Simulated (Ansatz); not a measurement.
`[CH3][In]([OH])[F]` + H₂O → `[CH3][In]([OH])[OH]` + H–F at 298.15 K and 1 bar (formal hydrolysis of the In–F bond).

Isolated molecules relaxed with PBE0-D4/def2-TZVP in Ansatz; ΔE leaves out vibrations. CCSD(T)/CBS adds triple-zeta CCSD(T) − MP2 to the extrapolated MP2 energy (def2 sets, frozen cores). This one scheme is used for every species. def2 core potentials past Kr. For In outer-core shells are correlated without core-valence functions, which leaves a few kJ/mol of doubt a bond. One conformer a species, not always the lowest.

```csv
species,CCSD(T)/CBS energy (Eh),H − E (kJ/mol),S (J/(mol·K))
`[CH3][In]([OH])[F]`,-405.29320,153.3,364.6
H₂O,-76.37941,66.4,188.7
`[CH3][In]([OH])[OH]`,-381.26556,184.4,363.4
H–F,-100.39570,33.5,173.6
```

H − E and S are ideal-gas, rigid-rotor, harmonic terms from PBE0-D4/def2-TZVP, for one conformer and one mirror image of each species. 1 Eh = 2625.50 kJ/mol, R = 8.31446 J/(mol·K).

Question: By hand: ΔE, ΔH, ΔS and ΔG.

Answer: ΔE = (-381.26556) + (-100.39570) − (-405.29320) − (-76.37941) = 0.01135 Eh = 29.8 kJ/mol. Δ(H − E) = 184.4 + 33.5 − 153.3 − 66.4 = -1.8, so ΔH = 28.0 kJ/mol. ΔS = 363.4 + 173.6 − 364.6 − 188.7 = -16.3 J/(mol·K). ΔG = 28.0 − 298.15 × (-16.3)/1000 = 32.9 kJ/mol.

Question: By hand: the equilibrium constant, and the temperature at which ΔG would vanish if ΔH and ΔS stayed fixed.

Answer: log₁₀ K = −ΔG/(RT ln 10) = -5.8. ΔH and −TΔS have one sign here, so there is no such temperature.

ΔH outweighs TΔS. A doubt of 5 kJ/mol in ΔE shifts log₁₀ K by 0.9 here. Other conformers and mirror images would add mixing entropy, several J/(mol·K) or more a flexible species. Modes under 60 cm⁻¹, often nearly free rotors, make the harmonic entropy too high. These are equilibria of isolated gas molecules and say nothing of rates. Largest T1 diagnostic: 0.016 (customary marks: 0.02 for closed shells, 0.045 for open ones).
